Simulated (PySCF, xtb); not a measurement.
selenophene (C₄H₄Se), SMILES c1c[se]cc1.

Harmonic wavenumbers (cm⁻¹) from GFN2-xTB run with xtb at its own minimum, in rising order: 354, 442, 507, 617, 722, 728, 736, 799, 829, 857, 1044, 1077, 1089, 1197, 1321, 1432, 1532, 3102, 3108, 3118, 3121.

**Question.** What does PBE-D3(BJ)/def2-SVP in PySCF give at its own minimum? (Estimate from the structure and the level; the computed values follow.)

**Answer.** 397, 457, 544, 625, 654, 683, 760, 806, 847, 894, 1016, 1050, 1053, 1208, 1331, 1454, 1524, 3128, 3141, 3184, 3186. Paired by order, the mean absolute difference is 30 cm⁻¹ and the zero-point energies are 39.6 and 39.9 kcal/mol.
